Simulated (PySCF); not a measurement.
Species: C6H14Si2.
SMILES with atom numbers: `[SiH3:1]/[CH:2]=[C:3](/[SiH3:4])[CH:5]1[CH2:6][CH2:7][CH2:8]1`

Method: PySCF, delta-SCF UKS SCAN, pcX-2 on the ionised atom, pcseg-1 elsewhere, spin-free X2C. Binding energies are ΔSCF values: E(core-ionised, relaxed orbitals) − E(ground state) at a fixed geometry, referred to the vacuum level.

Some binding energies are withheld.

| atom(s) | bonded to | level | binding energy (eV) |
| --- | --- | --- | --- |
| C2 | C (double bond), H and Si | C 1s | ? |
| C3 | C (double bond), C and Si | C 1s | 289.98 |
| C5 | 3 C and H | C 1s | ? |
| C6/C8 | 2 C and 2 H | C 1s | 290.39 |
| C7 | 2 C and 2 H | C 1s | 290.47 |
| Si1 | C and 3 H | Si 1s | 1846.19 |
| Si4 | C and 3 H | Si 1s | ? |
| Si1 | C and 3 H | Si 2p3/2 | 106.42 |
| Si4 | C and 3 H | Si 2p3/2 | 106.47 |

Q: Fill in C 1s for C2.

A: 289.61 eV (alkene CH carbon). The nearest listed C 1s value is that of C3; the shift against it is -0.37 eV.

Q: What is the Si 1s binding energy of Si4?

A: 1846.23 eV (SiH3 silicon). The other listed Si 1s value is that of Si1; the shift against it is +0.04 eV.

Q: Fill in C 1s for C5.

A: 290.50 eV (allylic carbon). The nearest listed C 1s value is that of C7; the shift against it is +0.03 eV.

The listed C 1s values span 0.89 eV, from C2 (bonded to C (double bond), H and Si) to C5 (bonded to 3 C and H). Summing the Pauling electronegativity differences to the bonded atoms, each weighted by its formal bond order, gives -1.00 for the lowest site and -0.35 for the highest; no listed site has a larger sum than the highest. The values 290.47 and 290.50 eV lie too close for their order to be trusted.

Q: Give the binding energy of Si 1s of Si4 in hartree and in kJ/mol.

A: 1846.23 eV = 67.8477 Eh = 178134 kJ/mol.

One atom of each set of topologically equivalent atoms was ionised and stands for the set; in this conformer not all members are related by symmetry, and their own values weren't computed. Spin–orbit coupling isn't in the SCF: each 2p doublet comes from a relaxed spin-free hole plus a matrix of the shell (mean-field spin–orbit coupling and the ground-state 2p splitting), with 2p3/2 averaged over its two sublevels. 2p1/2 minus 2p3/2 (ligand field included): Si 0.62 eV. One conformer (not necessarily the lowest) at the PBE0-D3(BJ)/def2-SVP geometry, without solvent, vibrations or thermal averaging.

The values belong to the conformer `[SiH3:1]/[CH:2]=[C:3](/[SiH3:4])[CH:5]1[CH2:6][CH2:7][CH2:8]1`: C2–C3–C5–C6 -146°.
